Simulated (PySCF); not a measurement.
C6H9FOS.
InChI=1S/C6H9FOS/c1-9(8)6-2-4(3-6)5(6)7/h4-5H,2-3H2,1H3/t4-,5-,6-,9-/m1/s1

Level of theory: TDDFT wB97X-D/def2-SVPD, vertical, gas phase, core orbitals frozen in the response (PySCF 2.14.0, density-fitted response routines). Geometry: PBE0-D3(BJ)/def2-SVP, one conformer, isolated molecule. Torsions of this conformer, `[CH3:1][S@@:2](=[O:3])[C@:4]12[CH2:5][C@H:6]([CH2:7]1)[C@H:8]2[F:9]`: C1–S2–C4–C5 -55°.

Computed states:

| state | E (eV) | f |
| --- | --- | --- |
| S1 | 5.80 | 0.0092 |
| S2 | 6.13 | 0.061 |
| S3 | 6.76 | 0.0077 |
| S4 | 6.80 | 0.033 |
| S5 | 7.30 | 0.017 |
| S6 | 7.56 | 0.064 |

Each state is given a Gaussian of 0.5 eV full width at half maximum, with ε(max) = 2.175×10⁸ f / Δν̃ (Δν̃ the width in cm⁻¹). The width is an assumption, not a result. The curve ends short of the highest state used, and states not computed would add to its high-energy end.

Problem. What does the envelope look like, and where are its maxima?

Solution. 
(E (eV), ε (L mol⁻¹ cm⁻¹)): (5.05, 1), (5.09, 2), (5.14, 4), (5.18, 7), (5.23, 14), (5.27, 23), (5.32, 41), (5.36, 62), (5.41, 102), (5.45, 146), (5.49, 204), (5.54, 300), (5.58, 399), (5.63, 557), (5.67, 713), (5.72, 954), (5.76, 1186), (5.81, 1524), (5.85, 1830), (5.89, 2157), (5.94, 2572), (5.98, 2884), (6.03, 3206), (6.07, 3382), (6.12, 3469), (6.16, 3422), (6.21, 3227), (6.25, 2983), (6.29, 2692), (6.34, 2311), (6.38, 2034), (6.43, 1767), (6.47, 1639), (6.52, 1595), (6.56, 1644), (6.61, 1783), (6.65, 1927), (6.69, 2070), (6.74, 2212), (6.78, 2273), (6.83, 2269), (6.87, 2206), (6.92, 2070), (6.96, 1942)

Maxima: 203 nm (6.12 eV), ε about 3500, made up of S2 (95%); 182 nm (6.80 eV), ε about 2300, made up of S3 (18%) and S4 (78%) (ε in L mol⁻¹ cm⁻¹; maxima over ε = 5, shares over 10%).

Problem. On this curve, what absorbance would a 10⁻⁴ mol/L sample give at 193 nm over a 1 cm path?

Solution. 193 nm is 6.424 eV, where ε is about 1800 L mol⁻¹ cm⁻¹, so A = ε c l ≈ 0.18 (Beer–Lambert, with the gas-phase spectrum and the assumed width).

Problem. What would ε be at 6.12 eV, the highest of these maxima, with half the width (0.25 eV)?

Solution. About 6550 L mol⁻¹ cm⁻¹ against 3470, a factor of about 1.9; a lone state at its own centre would give exactly 2.

Problem. Coming from long wavelengths, where does ε first pass 100 L mol⁻¹ cm⁻¹?

Solution. At about 229 nm (5.41 eV), 0.39 eV below S1.

The run took about 3 min of CPU time (one thread, shared machine).
